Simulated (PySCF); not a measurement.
Numbering as in the mapped SMILES `[CH3:1][C:2]1=[CH:3][C@@H:4]1[C@@:5]1([CH3:6])[CH2:7][CH2:8][SiH2:9]1`. Hydrogens are named by the atom that carries them. Ha(C7), Ha(C8), Ha(Si9) are pro-R; Hb(C7), Hb(C8), Hb(Si9) are pro-S.

[PySCF 2.14: PBE0/pcSseg-1 with gauge-including orbitals; GFN2-xTB geometry; rapidly exchanging positions averaged; one conformer; non-relativistic Hamiltonian; no solvent model]

Referencing at the same level of theory: ¹³C against TMS.

Do the ¹³C shifts follow the atomic charges (in e)? Tabulate both.

Results:


```csv
atoms,hybridisation,δ (ppm),σ para (ppm),Hirshfeld,IAO,Mulliken,ESP-fitted
C2,sp2,139.6,-217,+0.01,+0.02,-0.13,+0.20
C3,sp2,118.3,-189,-0.07,-0.20,-0.13,-0.39
C5,sp3,46.7,-110,-0.07,-0.22,-0.69,+0.29
C7,sp3,36.6,-100,-0.08,-0.26,-0.08,-0.12
C4,sp3,32.8,-84,-0.05,-0.12,-0.03,+0.02
C6,sp3,29.1,-87,-0.13,-0.41,-0.12,-0.60
C1,sp3,15.7,-77,-0.10,-0.43,-0.18,-0.58
C8,sp3,0.8,-68,-0.17,-0.54,-0.51,-0.27
```

Correlation coefficients of δ with charge over these carbons: Hirshfeld +0.80, IAO +0.79, Mulliken +0.27, ESP-fitted +0.35; with the paramagnetic shielding -0.99. Among the 6 sp3 carbons alone: Hirshfeld +0.84, IAO +0.83, Mulliken +0.02, ESP-fitted +0.60. With so few points, grouped by hybridisation, these coefficients are fragile. Charge is one influence among several: hybridisation and low-lying excitations act through the paramagnetic term.

Shifts are as computed. Against solution values, carbons near 30 ppm lie about +3 ppm off and those near 130 ppm about +5 ppm. Of 1211 compounds with measured shifts, 218 miss one by over three times the rms of a fit or turn the order of signals round; such compounds aren't used in these exercises.
